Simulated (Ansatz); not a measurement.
Cartesian coordinates in Å:
```
O 0.393 0.051 1.990
Si 0.726 0.725 0.535
O -0.446 0.430 -0.584
P -0.851 -1.047 -1.188
H 0.601 -0.876 2.117
H 2.014 0.194 0.018
H 0.735 2.185 0.732
H -0.909 -0.706 -2.569
H -2.265 -0.955 -1.050
```

The species carries charge 0 and has multiplicity 1.

(1) List the r2SCAN/def2-TZVPP orbital energies in eV (the Gaussian-basis code of Ansatz). (Estimate.)

## Answers

(1) Computed: Occupied: -2089.50, -1792.00, -516.23, -516.06, -176.80, -142.30, -126.35, -126.26, -126.15, -97.19, -97.16, -97.13, -26.98, -26.49, -16.72, -14.44, -12.50, -11.44, -10.95, -10.37, -9.46, -8.77, -8.19, -7.80, -6.32. Lowest empty: -0.97, 0.16, 0.21, 1.29, 1.48, 2.17, 2.44, 2.86.
